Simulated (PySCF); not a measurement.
CH8ClNSi2, SMILES C[Si@@](N)([SiH3])Cl. Heavy atoms are numbered as in [CH3:1][Si@@:2]([NH2:3])([SiH3:4])[Cl:5]. Hydrogens are named by the atom that carries them.

Geometry optimised at B3LYP-D3(BJ)/def2-SVP. The structure was generated by enumeration; whether it is a known compound was not checked. Other conformers were not sampled.

These are M06-2X/def2-TZVP (PySCF) values and carry that method's errors.

ESP charges are fitted to the potential on shells at 1.4 to 2.0 van der Waals radii. Atomic charges (e), one atom of each kind:

```json
[
 {"atom": "C1 (CH3)", "ESP fit": "-0.69", "IAO": "-0.73"},
 {"atom": "Si2", "ESP fit": "0.69", "IAO": "0.98"},
 {"atom": "N3 (NH2)", "ESP fit": "-1.02", "IAO": "-0.86"},
 {"atom": "Si4 (SiH3)", "ESP fit": "0.05", "IAO": "0.30"},
 {"atom": "Cl5", "ESP fit": "-0.29", "IAO": "-0.39"},
 {"atom": "H on C1", "ESP fit": "0.20", "IAO": "0.16"},
 {"atom": "H on N3", "ESP fit": "0.38", "IAO": "0.27"},
 {"atom": "H on Si4", "ESP fit": "-0.03", "IAO": "-0.10"}
]
```

Computed Mayer and Wiberg (Löwdin basis) orders of the bonds:
| bond | Mayer | Wiberg |
|---|---|---|
| C1–Si2 | 0.98 | 1.21 |
| Si2–N3 | 1.14 | 1.53 |
| Si2–Si4 | 0.95 | 1.06 |
| Si2–Cl5 | 1.10 | 1.66 |
